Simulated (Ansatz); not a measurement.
Consider the atomization: `CNB(C)[SiH3]` → B• + 2 C• + 10 H• + N• + Si•.

Gas-phase electronic energies from Ansatz, PBE0-D4/def2-TZVP geometries. CCSD(T)/CBS is the MP2 limit (def2-TZVPP, def2-QZVPP) plus CCSD(T) − MP2 in def2-TZVPP, frozen cores. This one scheme is used for every species, atoms too. DFT in def2-TZVPP. B3LYP here is the variant with VWN-RPA as its local correlation; programs differ in this. HSE06 is defined as in plane-wave codes. Open shells (•) are unrestricted, without spin–orbit coupling. Spin–orbit coupling would lower the free atoms: a little for B, C, Si. One conformer a species, not always the lowest.

```csv
level,ΔE (kJ/mol),difference from CCSD(T)/CBS
LDA (SPW92),6134.0,700.8
PBE-D4,5515.7,82.5
revPBE-D4,5408.1,-25.1
BLYP-D4,5435.9,2.7
r2SCAN-D4,5451.9,18.7
B97M-V,5465.2,32.0
PBE0-D4,5457.9,24.7
B3LYP-D4,5468.7,35.5
r2SCANh-D4,5431.6,-1.6
r2SCAN0-D4,5403.0,-30.2
HSE06-D4,5460.9,27.7
BHLYP-D4,5358.0,-75.2
CAM-B3LYP-D4,5487.0,53.8
ωB97X-V,5465.8,32.6
B2PLYP,5395.3,-37.9
PBE-QIDH,5412.1,-21.1
PBE,5487.2,54.0
revPBE,5318.8,-114.4
BLYP,5373.7,-59.5
r2SCAN,5444.4,11.2
PBE0,5433.7,0.5
B3LYP,5423.4,-9.8
r2SCAN0,5394.3,-38.9
HSE06,5438.5,5.3
BHLYP,5324.6,-108.6
CAM-B3LYP,5462.6,29.4
LC-ωPBE,5427.1,-6.1
HF/def2-SVP,4141.2,-1292.0
MP2/def2-SVP,5192.6,-240.6
CCSD/def2-SVP,5141.9,-291.3
CCSD(T)/def2-SVP,5185.5,-247.7
HF/def2-TZVPP,4093.9,-1339.3
SCS-MP2/def2-TZVPP,5352.2,-81.0
CCSD/def2-TZVPP,5248.6,-184.6
CCSD(T)/def2-TZVPP,5309.5,-123.7
HF/def2-QZVPP,4100.0,-1333.2
MP2/def2-QZVPP,5406.9,-26.3
HF/CBS(def2),4101.0,-1332.2
MP2/CBS(def2),5457.6,24.4
CCSD/CBS(def2),5372.3,-60.9
CCSD(T)/CBS,5433.2,0
```

Largest T1 diagnostic among the species: 0.014.

The D4 term adds +45.3 kJ/mol with B3LYP and +24.2 kJ/mol with PBE0; it sums over pairs of atoms, weighted by their polarisabilities, and B3LYP, whose exchange is more repulsive, gets the larger term. Leaving LDA and LC-ωPBE aside and taking each functional with its dispersion term where it has one, the values spread over 157.6 kJ/mol, from BHLYP-D4 to PBE-D4. LDA lies +646.8 kJ/mol from PBE without D4, its usual overbinding.

For atomizations the MP2-based limit and the directly extrapolated one differ by several kJ/mol either way, and by 10 to 25 for some Ge, Se and Sn compounds, so smaller differences from it don't rank the levels.
